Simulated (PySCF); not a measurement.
C6H9NO.
InChI=1S/C6H9NO/c1-7(2)6-3-4-8-5-6/h3-5H,1-2H3

Torsions of this conformer, `[CH3:1][N:2]([CH3:3])[c:4]1[cH:5][cH:6][o:7][cH:8]1`: C1–N2–C4–C5 27°.

The closed-shell ground state was solved at several levels (PySCF, density fitting, gas phase, non-relativistic). Geometry: GFN2-xTB; no solvent, vibrations or thermal averaging.

```
         level  basis functions  HOMO (eV)  LUMO (eV)  gap (eV)  dipole (D)
 PBE0/pcSseg-1              181      -5.48       0.60      6.08        1.80
PBE0/def2-SVPD              235      -5.54       0.42      5.96        1.75
```

Problem. Estimate the row for CAM-B3LYP/def2-SVPD, a basis of 235 functions; the other rows only guide the guess.

Solution. HOMO -6.81 eV, LUMO 1.28 eV, gap 8.09 eV, dipole 1.77 D.

Problem. Over all these levels, which gives the widest orbital gap and which the narrowest?

Solution. CAM-B3LYP/def2-SVPD (range-separated hybrid) has the widest, 8.09 eV, and PBE0/def2-SVPD (global hybrid, 25 % exact exchange) the narrowest, 5.96 eV. The two share the basis. From the narrowest to the widest the HOMO moves by -1.27 eV and the LUMO by +0.86 eV.

Problem. How far do the dipole and the HOMO energy spread over the levels?

Solution. The dipole runs from 1.75 to 1.80 D (mean 1.77 D) and the HOMO from -6.81 to -5.48 eV.
